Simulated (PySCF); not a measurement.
## Energy of Lu²⁺ (lutetium, charge +2) between two integer charges

The 6s alpha orbital of [Xe] 4f14 6s1 is emptied in steps (occupation f), with all orbitals relaxed, ending at [Xe] 4f14. Computed with PySCF 2.14 in def2-SVP with the def2 core potential (28 electrons) (10s7p4d3f1g, 81 functions), with a scalar-relativistic core potential. The exact energy is a straight line in f; departures are measured from the line between the end points of the same method.

```csv
f,HSE06 (eV)
1,0.000
0.8,-0.424
0.6,-0.637
0.4,-0.644
0.2,-0.431
0,0.000
```

| method | E(f=0) − E(f=1) (eV) | −ε at f=1 (eV) | −ε at f=0.4 (eV) |
| --- | --- | --- | --- |
| HSE06 | 20.985 | 18.326 | 21.481 |

Orbital energy along the path (eV):

```
  f    HSE06
  1  -18.326
0.8  -19.399
0.6  -20.430
0.4  -21.481
0.2  -22.630
  0  -23.439
```

Reference removal energy between the ground levels: 20.959 eV (measured; NIST Atomic Spectra Database, ionization energies).
